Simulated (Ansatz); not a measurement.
A trace of molecular dynamics of C₂HTe (4 atoms, charge 0, multiplicity 2).

Method: UKS PBE0-D4/def2-SVP (Ansatz 0.2.0).

| Property | Result |
| --- | --- |
| ensemble | NVE (velocity Verlet) |
| starting velocities drawn for | 300 K |
| masses | H 10 u |
| seed | 185222 |

```json
{"time (fs)": "0.0", "T (K)": "300", "potential energy less start (eV)": "0.000", "conserved less start (meV/atom)": "0.00"}
{"time (fs)": "1.0", "T (K)": "298", "potential energy less start (eV)": "0.001", "conserved less start (meV/atom)": "0.00"}
{"time (fs)": "2.0", "T (K)": "292", "potential energy less start (eV)": "0.002", "conserved less start (meV/atom)": "0.00"}
{"time (fs)": "3.0", "T (K)": "282", "potential energy less start (eV)": "0.005", "conserved less start (meV/atom)": "0.00"}
{"time (fs)": "4.0", "T (K)": "270", "potential energy less start (eV)": "0.008", "conserved less start (meV/atom)": "0.00"}
{"time (fs)": "5.0", "T (K)": "256", "potential energy less start (eV)": "0.011", "conserved less start (meV/atom)": "0.00"}
{"time (fs)": "6.0", "T (K)": "241", "potential energy less start (eV)": "0.015", "conserved less start (meV/atom)": "0.00"}
{"time (fs)": "7.0", "T (K)": "226", "potential energy less start (eV)": "0.019", "conserved less start (meV/atom)": "0.00"}
{"time (fs)": "8.0", "T (K)": "211", "potential energy less start (eV)": "0.023", "conserved less start (meV/atom)": "0.00"}
{"time (fs)": "9.0", "T (K)": "195", "potential energy less start (eV)": "0.027", "conserved less start (meV/atom)": "0.00"}
{"time (fs)": "10.0", "T (K)": "179", "potential energy less start (eV)": "0.031", "conserved less start (meV/atom)": "0.00"}
{"time (fs)": "11.0", "T (K)": "163", "potential energy less start (eV)": "0.036", "conserved less start (meV/atom)": "0.00"}
{"time (fs)": "12.0", "T (K)": "147", "potential energy less start (eV)": "0.040", "conserved less start (meV/atom)": "0.00"}
{"time (fs)": "13.0", "T (K)": "133", "potential energy less start (eV)": "0.043", "conserved less start (meV/atom)": "0.00"}
{"time (fs)": "14.0", "T (K)": "120", "potential energy less start (eV)": "0.047", "conserved less start (meV/atom)": "0.00"}
{"time (fs)": "15.0", "T (K)": "108", "potential energy less start (eV)": "0.050", "conserved less start (meV/atom)": "0.00"}
{"time (fs)": "16.0", "T (K)": "97", "potential energy less start (eV)": "0.052", "conserved less start (meV/atom)": "0.00"}
{"time (fs)": "17.0", "T (K)": "87", "potential energy less start (eV)": "0.055", "conserved less start (meV/atom)": "0.00"}
{"time (fs)": "18.0", "T (K)": "77", "potential energy less start (eV)": "0.058", "conserved less start (meV/atom)": "0.00"}
{"time (fs)": "19.0", "T (K)": "66", "potential energy less start (eV)": "0.060", "conserved less start (meV/atom)": "0.00"}
{"time (fs)": "20.0", "T (K)": "56", "potential energy less start (eV)": "0.063", "conserved less start (meV/atom)": "0.00"}
{"time (fs)": "21.0", "T (K)": "46", "potential energy less start (eV)": "0.066", "conserved less start (meV/atom)": "0.00"}
{"time (fs)": "22.0", "T (K)": "38", "potential energy less start (eV)": "0.068", "conserved less start (meV/atom)": "0.00"}
{"time (fs)": "23.0", "T (K)": "33", "potential energy less start (eV)": "0.069", "conserved less start (meV/atom)": "0.00"}
{"time (fs)": "24.0", "T (K)": "31", "potential energy less start (eV)": "0.069", "conserved less start (meV/atom)": "0.00"}
{"time (fs)": "25.0", "T (K)": "33", "potential energy less start (eV)": "0.069", "conserved less start (meV/atom)": "0.00"}
```

**Question.** Is this trajectory sound?

**Answer.** The conserved energy stayed within 0.0018 meV per atom of its start (net change 0.0018 meV per atom), so the integration is sound. A run of 0.025 ps of so small a system gives no equilibrium averages. The time step was 0.25 fs.

Run time: 5.2 min on 1 thread of Arm Neoverse V1, on a shared host, peak memory 0.15 GiB.
